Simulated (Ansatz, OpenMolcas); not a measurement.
A ladder of methods for AlCl2F (SMILES [F][Al]([Cl])[Cl])

AlCl2F: 4 atoms, total charge 0, spin state singlet. As SMILES, `[F][Al]([Cl])[Cl]`. The coordinates come from a PBE0-D4/def2-TZVP relaxation.

```xyz
4

F     0.0874    0.3882    1.6824
Al    0.0048    0.0215    0.0936
Cl    1.2230   -1.4637   -0.6634
Cl   -1.3153    1.0539   -1.1125
```

Quantity: the vertical energy of the triplet above the singlet, in eV. The values are calculated.

```csv
level,kind,program,value (eV),CPU time (all runs)
revPBE/def2-SVPD,GGA,OpenMolcas,6.05,1.7 min
M06-L/def2-SVPD,meta-GGA,OpenMolcas,6.77,2.1 min
TPSS/def2-SVPD,meta-GGA,OpenMolcas,6.22,2.3 min
B3LYP/def2-SVPD,global hybrid,OpenMolcas,6.48,77 s
r2SCAN0/def2-SVPD,hybrid meta-GGA,Ansatz,6.90,52 s
wB97M-V/def2-SVPD,range-separated hybrid,Ansatz,7.17,4.1 min
wB97X/def2-SVPD,range-separated hybrid,Ansatz,7.37,2.1 min
CCSD/def2-SVPD,coupled cluster or CI,Ansatz,7.36,2.3 min
```

The values span 6.05 to 7.37 eV. Times are those of the runs behind each value, whatever else they computed, on shared processors of several kinds: orders of magnitude only.
